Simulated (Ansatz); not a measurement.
Stepwise reaction of `[OH][Sc]([Cl])[Cl]` with water, as a gas-phase model of exchange steps in deposition or etching. ΔE in kJ/mol; ΔG adds harmonic PBE0-D4 terms to CCSD(T)/CBS, at 1 bar.

Program: Ansatz. Geometries: PBE0-D4/def2-TZVP. ΔE: electronic, gas phase. CBS: MP2 limit from def2 TZ/QZ plus the TZ coupled-cluster correction, frozen cores. This one scheme is used for every species. DFT in def2-TZVPP. B3LYP here is the variant with VWN-RPA as its local correlation; programs differ in this. For Sc outer-core shells are correlated without core-valence functions, which leaves a few kJ/mol of doubt a bond. Scalar relativity is left out up to krypton. Each species was taken in one conformer, which may not be the lowest.

```csv
step,reaction,PBE-D4,B3LYP-D4,ωB97M-V,CCSD(T)/CBS,ΔG(500 K)
1,`[OH][Sc]([Cl])[Cl]` + H₂O → `[OH][Sc]([OH])[Cl]` + HCl,41.4,40.7,40.9,42.8,34.9
2,`[OH][Sc]([OH])[Cl]` + H₂O → `[OH][Sc]([OH])[OH]` + HCl,53.7,53.7,55.0,55.9,47.9
```

(1) By hand: ΔE of the 2 steps together at CCSD(T)/CBS.

## Answers

(1) (42.8) + (55.9) = 98.7 kJ/mol, or 49.3 kJ/mol a step.

In ΔE each step is higher than the one before. All are uphill at CCSD(T)/CBS. ΔG lies between 34.9 and 47.9 kJ/mol a step. PBE-D4 differs from CCSD(T)/CBS by -2.2 to -1.4 kJ/mol a step. Isolated molecules leave out the surface, adducts and barriers. Largest T1 diagnostic: 0.016.
